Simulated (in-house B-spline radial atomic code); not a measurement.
A run on Sb II (Sb+) (an excited or competing configuration) that did not converge. Method: scalar-relativistic (X2C) wB97X, spin-polarised, spherical fractional occupations, exact exchange averaged over the configuration, Fermi nucleus of rms radius 4.6802 fm; computed with an all-electron radial atomic-structure program (B-spline basis).

Command:
```bash
python run_scf.py task.json out
```
Settings (nuclear radius in fm, mass in u):
```
Z                51
configuration    [Ar] 3d9 4s2 4p6 4d10 5s2 5p2 6f1
hamiltonian      x2c
method           wb97x
spin_polarised   True
nucleus          fermi
rms_radius       4.6802
atomic_mass      120.90381
speed_of_light   137.035999084
exact_exchange   averaged over the configuration
```

First and last ten iterations of the last attempt (damped for 15 steps, keeping 80 % of the old Fock matrix, then DIIS):
```
 iter        energy (Eh)    residual
    1       -6454.589201    4.75e-01
    2       -6457.641953    3.69e-01
    3       -6459.304114    2.44e-01
    4       -6460.071991    1.60e-01
    5       -6460.411618    1.04e-01
    6       -6460.561766    6.66e-02
    7       -6460.634248    4.21e-02
    8       -6460.666446    2.65e-02
    9       -6460.680181    1.67e-02
   10       -6460.686022    1.18e-02
  111       -6460.690850    1.78e-04
  112       -6460.690844    2.48e-04
  113       -6460.690849    1.80e-04
  114       -6460.690863    3.42e-04
  115       -6460.690852    1.68e-04
  116       -6460.690853    1.69e-04
  117       -6460.690854    1.79e-04
  118       -6460.690853    1.68e-04
  119       -6460.690853    1.73e-04
  120       -6460.690852    1.65e-04
 not converged after 120 iterations
```

The smallest residual met was 1.6e-04; the threshold is about 5e-07. Over the last five steps the energy moves by less than 4e-06 hartree, but the orbitals didn't meet the threshold. Cost of the run: 30 s on 1 thread of Intel(R) Xeon(R) Platinum 8488C (shared host).
